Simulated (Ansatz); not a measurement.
Program: Ansatz. Geometries: PBE0-D4/def2-TZVP. ΔE: electronic, gas phase. CCSD(T)/CBS is the MP2 limit (def2-TZVPP, def2-QZVPP) plus CCSD(T) − MP2 in def2-TZVPP, frozen cores. Functionals use def2-TZVPP. B3LYP here is the variant with VWN-RPA as its local correlation; programs differ in this. For Ge outer-core shells are correlated without core-valence functions, which leaves a few kJ/mol of doubt a bond. Scalar relativity is left out up to krypton. Each species was taken in one conformer, which may not be the lowest.

Reaction (ligand exchange at the Si–C bond): `[AlH2][O]C[SiH2][SiH3]` + `[NH2][GeH3]` → `[SiH3][SiH2][NH][GeH3]` + `C[O][AlH2]`

CCSD(T)/CBS gives -16.6 kcal/mol.

Another level gave -16.1 kcal/mol. Which?
A. B3LYP/def2-TZVPP
B. PBE-D4/def2-TZVPP
C. MP2/def2-TZVPP
D. PBE0-D4/def2-TZVPP

A. B3LYP -16.1, MP2/def2-TZVPP -17.5, PBE-D4 -13.7, PBE0-D4 -15.1 kcal/mol.

Largest T1 diagnostic among the species: 0.014.

From PBE to PBE0 (25 % exact exchange), in def2-TZVPP and without D4, ΔE moves by −1.4 kcal/mol. In def2-TZVPP, CCSD(T) changes the Hartree–Fock value by +3.0 kcal/mol (the triples alone add +0.5 kcal/mol) and MP2 by +2.2 kcal/mol.
